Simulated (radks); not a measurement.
Spherical quantum dot in the effective-mass picture: electrons in a parabolic well V = omega^2 r^2 / 2 with omega = 0.286, with a point charge +1 (a donor) at the centre, all in effective atomic units (hartree* = m*/eps^2 hartree, bohr* = eps/m* bohr), one dielectric constant everywhere. Method: non-relativistic Kohn-Sham, r2SCAN, spin-polarised, spherical densities, generalised Kohn-Sham scheme; computed with a radial shooting solver with Libxc functionals. Levels are named by radial order and angular momentum (1s, 1p, 1d, 2s, ...), and open shells are averaged over m.

N = 2, configuration 1s2. This is the lowest configuration that the search found. Occupied and some empty levels:

level,occupation,eigenvalue (hartree*),<r> (bohr*)
1s,2,0.40536,1.542
1p,0,0.89695,2.648
2s,0,1.0725,2.845
1d,0,1.2483,3.232

Energy (hartree*): total -0.178123, kinetic 0.89495, external -1.6367, Hartree 1.1952, exchange-correlation -0.63151.
